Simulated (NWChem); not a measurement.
## Correlation energy of F₂Si

```xyz
3

Si     0.0000     0.0000    -0.5881
F     -1.2465     0.0000     0.4574
F      1.2465     0.0000     0.4574
```
Charge 0, spin multiplicity 1.

Program: NWChem. Structure: optimised with PBE0/def2-SVP, a minimum by its harmonic frequencies.

Basis set: STO-3G. Each correlation energy counts from its own Hartree-Fock reference.

The correlated methods keep 7 core orbitals frozen. The structure started from a generated list of species. No row is a measurement; the coupled-cluster row has its own basis-set and correlation limits.

Q: Order these methods by the correlation energy they give, lowest first: MP2, SCS-MP2, CCSD, CCSD+T(CCSD).

A: CCSD+T(CCSD) (-94.3 mHa), CCSD (-83.0 mHa), SCS-MP2 (-72.2 mHa), MP2 (-71.0 mHa)
